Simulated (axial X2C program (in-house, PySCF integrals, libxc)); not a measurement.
# MnSH⁺: the levels of the configuration d5 s0 p(π)0

Computed with an in-house all-electron X2C program for linear molecules (integrals from PySCF): two-component X2C with atomic mean-field Coulomb and Gaunt terms, basis Mn dyall-v3z, S dyall-v3z, H dyall-v3z (cores contracted in-house). Orbitals come from Hartree–Fock averaged over the configuration Mn d5 s0 p(π)0; CI then distributes these electrons over the d, s, p(π) shells of Mn.

Mn–S–H held linear, bonds 2.136 and 1.340 Å (the second held) (near the minimum of the configuration average).

Active spinors (ω > 0):

```tsv
shell	ω	ε (eV)	character
d	3/2	-12.36	100% Mn d
d	5/2	-12.29	100% Mn d
d	1/2	-12.02	93% Mn d
d	1/2	-11.91	93% Mn d, 4% S p
d	3/2	-11.89	93% Mn d, 4% S p
s	1/2	-6.53	62% Mn s, 31% Mn p
p(π)	1/2	-3.30	88% Mn p, 5% Mn d, 4% S p
p(π)	3/2	-3.28	88% Mn p, 5% Mn d, 4% S p
```

Lowest levels of this model:

| Ω | energy (cm⁻¹) | g∥ | configuration |
| --- | --- | --- | --- |
| 1/2 | 0 | 2.00 | 100% d5 |
| 3/2 | 0 | 6.01 | 100% d5 |
| 5/2 | 0 | 10.01 | 100% d5 |

g∥ is the magnitude of 2⟨Lz + ge Sz⟩ for the +Ω component.

From Ω and g∥ of the lowest level, whose 2⟨Lz + ge Sz⟩ is positive, find ⟨Sz⟩ and ⟨Lz⟩ (ge = 2.0023).

Ω = ⟨Lz⟩ + ⟨Sz⟩ = 1/2 and ⟨Lz⟩ + ge⟨Sz⟩ = 1.000, so ⟨Sz⟩ = 0.50 and ⟨Lz⟩ = 0.00.

Occupations of the active spinors in the lowest level by ω, shell by shell in order of energy: -5/2: 0.39; -3/2: 0.61 0.39 0.00; -1/2: 0.44 0.56 0.00 0.00; 1/2: 0.57 0.44 0.00 0.00; 3/2: 0.41 0.59 0.00; 5/2: 0.59. The leading determinant has weight 0.10 among 649.

This point took 1.6 s on 1 thread of Arm Neoverse N1, with other jobs on the host.

Dynamic correlation is missing, so gaps between terms are too wide and other configurations may lie lower; the lowest level listed is that of this model, not necessarily the ground state. For d shells the ligand-field splittings (σ, π, δ) and their order can be off by a thousand cm⁻¹ or more. At most 4 roots were kept for each Ω > 0 (twice that for Ω = 0) within 3.2 eV of the lowest, so higher up levels can be missing between those listed; levels with Ω > 0 are doubly degenerate and listed once, Ω = 0 levels singly. States that fill the shells left empty in the average are placed too high. The molecule was held linear; bending was not examined. Hydrosulfides and their kin are strongly bent in nature, so this linear model does not describe the real molecule.
